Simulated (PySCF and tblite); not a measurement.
Results of a calculation; reference values are marked as such.
C5H4O2, numbered as in [O:1]=[CH:2][c:3]1[cH:4][cH:5][o:6][cH:7]1.

Conformers came from 60 starts (ETKDG and KDG, MMFF94s, GFN2-xTB); geometries are GFN2-xTB. Weights use PBE0-D3(BJ)/def2-TZVP (IEF-PCM, chloroform) energies plus GFN2-xTB zero-point and thermal terms (modes under about 100 cm⁻¹ blended into free rotors). Symmetry numbers and mirror images are counted. Conformers within 4 kcal/mol (GFN2-xTB free energy) were kept, 6 at most. Couplings: B3LYP/6-31G* with pcJ-1 on H (gas phase; spin-dipole term only for pairs with B, N, F, Si or P). Couplings are for ¹H. H–H couplings come out 0.1 to 0.9 Hz lower than with pcJ-1 on all atoms. (PySCF 2.14, tblite 0.8.)

Torsions listed: O1–C2–C3–C4.

| conformer | shape | weight % |
| --- | --- | --- |
| 1 | 0° | 88.6 |
| 2 | 180° | 11.4 |

Problem. Give the couplings in each conformer and the averages at 298.15 K (pairs that fast motion interchanges averaged).

Solution. 
| coupling | pairs | 1 | 2 | average (Hz) |
| --- | --- | --- | --- | --- |
| ³J(H4,H5) | 1 | 2.1 | 2.1 | 2.1 |
